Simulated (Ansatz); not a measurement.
`N[SiH](F)Cl` + CH₃OH → `CO[SiH](N)Cl` + H–F at 700 K and 1 bar (ligand exchange at the Si–F bond).

Computed with Ansatz on PBE0-D4/def2-TZVP structures; ΔE is electronic, products minus reactants. CCSD(T)/CBS adds triple-zeta CCSD(T) − MP2 to the extrapolated MP2 energy (def2 sets, frozen cores). This one scheme is used for every species. One conformer a species, not always the lowest.

```csv
species,CCSD(T)/CBS energy (Eh),H − E (kJ/mol),S (J/(mol·K))
`N[SiH](F)Cl`,-905.31614,164.0,405.3
CH₃OH,-115.61712,170.8,288.5
`CO[SiH](N)Cl`,-920.52349,291.1,492.4
H–F,-100.39570,45.2,198.5
```

H − E and S are ideal-gas, rigid-rotor, harmonic terms from PBE0-D4/def2-TZVP, for one conformer and one mirror image of each species. 1 Eh = 2625.50 kJ/mol, R = 8.31446 J/(mol·K).

Q: By hand: ΔE, ΔH, ΔS and ΔG.

A: ΔE = (-920.52349) + (-100.39570) − (-905.31614) − (-115.61712) = 0.01407 Eh = 36.9 kJ/mol. Δ(H − E) = 291.1 + 45.2 − 164.0 − 170.8 = 1.5, so ΔH = 38.4 kJ/mol. ΔS = 492.4 + 198.5 − 405.3 − 288.5 = -2.9 J/(mol·K). ΔG = 38.4 − 700 × (-2.9)/1000 = 40.4 kJ/mol.

Q: By hand: the equilibrium constant, and the temperature at which ΔG would vanish if ΔH and ΔS stayed fixed.

A: log₁₀ K = −ΔG/(RT ln 10) = -3.0. ΔH and −TΔS have one sign here, so there is no such temperature.

The number of gas molecules stays the same, so ΔS is small and ΔH decides. A doubt of 5 kJ/mol in ΔE shifts log₁₀ K by 0.4 here. Other conformers and mirror images would add mixing entropy, several J/(mol·K) or more a flexible species. Modes under 60 cm⁻¹, often nearly free rotors, make the harmonic entropy too high. These are equilibria of isolated gas molecules and say nothing of rates. Largest T1 diagnostic: 0.010 (customary marks: 0.02 for closed shells, 0.045 for open ones).

ΔS is within the doubt of such terms, so its sign, and with it that verdict, could turn.
